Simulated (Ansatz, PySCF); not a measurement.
Dissociation curve of BeF, doublet.

- UKS-PBE = unrestricted PBE/6-31G (Ansatz, a quantum-chemistry and plane-wave program)
- UKS-B3LYP = unrestricted B3LYP/6-31G (PySCF)
- UCCSD(T) = CCSD(T) on UHF/6-31G, 1 core orbital frozen in PySCF

Energies relative to the lowest point of each curve near equilibrium, in kcal/mol; the last columns give the difference from UCCSD(T):

```tsv
R / Å	UKS-PBE	UKS-B3LYP	UCCSD(T)	UKS-PBE − UCCSD(T)	UKS-B3LYP − UCCSD(T)
1.10	70.8	68.8	75.2	-4.4	-6.4
1.17	36.7	35.2	39.6	-2.9	-4.4
1.24	16.1	15.1	17.8	-1.7	-2.7
1.29	7.4	6.7	8.4	-1.0	-1.7
1.32	4.0	3.5	4.7	-0.7	-1.2
1.37	0.8	0.6	1.0	-0.2	-0.4
1.40	0.0	0.0	0.0	0.0	0.0
1.46	0.6	1.0	0.2	0.3	0.7
1.50	2.2	2.8	1.7	0.5	1.1
1.58	7.4	8.6	6.9	0.5	1.7
1.72	20.5	22.5	20.2	0.3	2.3
1.86	35.4	38.2	35.7	-0.3	2.5
2.05	55.4	59.2	56.8	-1.5	2.3
```

UKS-PBE is furthest from UCCSD(T) at 1.10 (-4.4 kcal/mol, below); its mean absolute difference over the points is 1.1 kcal/mol.

UKS-B3LYP is furthest from UCCSD(T) at 1.10 (-6.4 kcal/mol, below); its mean absolute difference over the points is 2.1 kcal/mol.

The scan ran from 1.10 to 5.52 Å; beyond the distances shown one of the unrestricted levels run for this scan, shown here or not, changes its spin distribution in one step.
